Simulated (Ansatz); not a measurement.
Species: C₄H₄N (charge 0, doublet). It need not be the lowest isomer of its formula. SMILES: C(CC#N)=[CH]
Geometry from a B3LYP-D3(BJ)/def2-TZVP (Ansatz, a quantum-chemistry and plane-wave program) optimisation:
```xyz
9

C     -2.2508    -0.0276    -0.1157
C     -1.1103     0.1275     0.4918
C      0.1292    -0.7127     0.2056
C      1.2705     0.1134    -0.1776
N      2.1594     0.7800    -0.4729
H     -2.6905    -0.6386    -0.8876
H     -0.9896     0.8868     1.2610
H     -0.0702    -1.4333    -0.5884
H      0.4032    -1.2786     1.1008
```
Charge 0, spin multiplicity 2.

Quantity: atomisation energy (electronic, to ground-state atoms), in kJ/mol. Valence correlation only, unless marked. Open shells are spin-unrestricted. No spin-orbit coupling. No relativistic terms. The coupled-cluster limit lacks core correlation, which all-electron functionals hold. Basis-set limits of correlation are two-point, X^-3; Hartree-Fock from the larger set. The bracket is a focal-point correction in the basis named.

| level | program | atomisation energy (kJ/mol) |
|---|---|---|
| BLYP/def2-TZVPD | Ansatz | 3929.8 |
| PBE0/STO-3G | Ansatz | 4375.7 |
| r2SCANh-D4/def2-TZVPD | Ansatz + dftd4 | 3901.5 |
| RI-MP2/cc-pVQZ | Ansatz | 3940.6 |
| SCS-MP2/cc-pVDZ | Ansatz | 3620.3 |
| CCSD/6-31G | Ansatz | 3335.9 |
| RI-MP2/CBS(cc-pVTZ,cc-pVQZ)+[CCSD(T)-MP2]/cc-pVTZ | Ansatz | 3903.6 |

The UHF reference is spin-contaminated (<S^2> 0.18 over the pure value in the largest basis).
